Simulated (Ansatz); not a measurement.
`[CH3][AlH][Br]` + `CSC(O)=S` → `COC(=S)SC` + `[AlH2][Br]`  (substitution at a C–Al bond)

Isolated molecules relaxed with PBE0-D4/def2-TZVP in Ansatz; ΔE leaves out vibrations. CCSD(T)/CBS adds triple-zeta CCSD(T) − MP2 to the extrapolated MP2 energy (def2 sets, frozen cores). DFT in def2-TZVPP. B3LYP here is the variant with VWN-RPA as its local correlation; programs differ in this. For Br outer-core shells are correlated without core-valence functions, which leaves a few kJ/mol of doubt a bond. Scalar relativity is left out up to krypton. Each species was taken in one conformer, which may not be the lowest.

Problem. Is it downhill or uphill in electronic energy at CCSD(T)/CBS, and by how much? (Best estimate.)

Solution. Ansatz gave: Uphill: ΔE = +93.4 kJ/mol.

Problem. What do these levels give: B3LYP-D4, ωB97M-V, r2SCAN, SCS-MP2/def2-TZVPP, CCSD/def2-TZVPP, CCSD(T)/def2-TZVPP? (Estimate.)

Solution. Ansatz gave: B3LYP-D4 88.5, ωB97M-V 94.4, r2SCAN 96.4, SCS-MP2/def2-TZVPP 88.9, CCSD/def2-TZVPP 91.7, CCSD(T)/def2-TZVPP 90.6 kJ/mol.

Largest T1 diagnostic among the species: 0.016.

The D4 term adds −4.2 kJ/mol with B3LYP and −2.3 kJ/mol with PBE0; it sums over pairs of atoms, weighted by their polarisabilities, and B3LYP, whose exchange is more repulsive, gets the larger term. In def2-TZVPP, CCSD(T) changes the Hartree–Fock value by +5.1 kJ/mol (the triples alone add −1.1 kJ/mol) and MP2 by +8.8 kJ/mol.
